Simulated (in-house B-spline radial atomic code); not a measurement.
Orbital energies and mean radii along the 16-electron series, configuration 1s2 2s2 2p6 3s2 3p1/2(2) 3p3/2(2). The effective charge is n√(-2ε), a non-relativistic measure. Computed with a radial B-spline atomic code at the basis-set limit: Dirac-Hartree-Fock, jj configuration that fills j = l - 1/2 first, finite nuclei.

```csv
ion,Z,energy of 3s1/2 (Eh),mean radius of 3s1/2 (bohr),energy of 1s1/2 (Eh),mean radius of 1s1/2 (bohr),energy of 2p3/2 (Eh),mean radius of 2p3/2 (bohr),effective charge of 3s1/2
Rb21+,37,-38.267,0.44718,-594.62,0.040277,-99.518,0.15438,26.245
Sr22+,38,-41.344,0.43199,-630.34,0.039146,-106.72,0.1497,27.28
Zr24+,40,-47.862,0.4044,-705.15,0.037051,-121.88,0.14112,29.351
Nb25+,41,-51.303,0.39183,-744.24,0.036079,-129.84,0.13719,30.389
Mo26+,42,-54.868,0.37999,-784.46,0.035152,-138.06,0.13346,31.427
Tc27+,43,-58.557,0.36881,-825.83,0.034268,-146.53,0.12993,32.466
Ru28+,44,-62.37,0.35823,-868.36,0.033423,-155.25,0.12657,33.506
Rh29+,45,?,?,?,?,?,?,?
Pd30+,46,?,?,?,?,?,?,?
Ag31+,47,-74.565,0.32967,-1002.94,0.031097,-182.94,0.11746,36.636
Cd32+,48,-78.884,0.32107,-1050.16,0.030385,-192.68,0.11469,37.682
In33+,49,-83.333,0.31288,-1098.58,0.029701,-202.68,0.11206,38.73
Sn34+,50,-87.911,0.30507,-1148.21,0.029043,-212.93,0.10953,39.779
Sb35+,51,-92.62,0.2976,-1199.06,0.028409,-223.43,0.10712,40.831
Te36+,52,-97.461,0.29046,-1251.14,0.0278,-234.2,0.10481,41.884
I37+,53,-102.44,0.28362,-1304.46,0.027212,-245.22,0.10259,42.94
Xe38+,54,-107.54,0.27707,-1359.03,0.026645,-256.49,0.10046,43.998
Cs39+,55,-112.79,0.27079,-1414.86,0.026097,-268.03,0.098411,45.057
Ba40+,56,-118.17,0.26475,-1471.98,0.025568,-279.82,0.096443,46.12
La41+,57,?,?,?,?,?,?,?
Ce42+,58,-129.34,0.25337,-1590.09,0.024562,-304.18,0.092727,48.251
```

Task: Fill in the row of Rh29+.

Result: energy of 3s1/2 (Eh): -66.308; mean radius of 3s1/2 (bohr): 0.34821; energy of 1s1/2 (Eh): -912.04; mean radius of 1s1/2 (bohr): 0.032614; energy of 2p3/2 (Eh): -164.22; mean radius of 2p3/2 (bohr): 0.12339; effective charge of 3s1/2: 34.548.

Task: Fill in the row of Pd30+.

Result: energy of 3s1/2 (Eh): -70.373; mean radius of 3s1/2 (bohr): 0.33871; energy of 1s1/2 (Eh): -956.9; mean radius of 1s1/2 (bohr): 0.03184; energy of 2p3/2 (Eh): -173.45; mean radius of 2p3/2 (bohr): 0.12035; effective charge of 3s1/2: 35.591.

Task: Fill in the row of La41+.

Result: energy of 3s1/2 (Eh): -123.69; mean radius of 3s1/2 (bohr): 0.25895; energy of 1s1/2 (Eh): -1530.38; mean radius of 1s1/2 (bohr): 0.025057; energy of 2p3/2 (Eh): -291.87; mean radius of 2p3/2 (bohr): 0.09455; effective charge of 3s1/2: 47.184.

Task: How does the screening of 3s1/2 change?

Result: Z less the effective charge goes from 10.75 at Z = 37 to 9.75 at Z = 58.
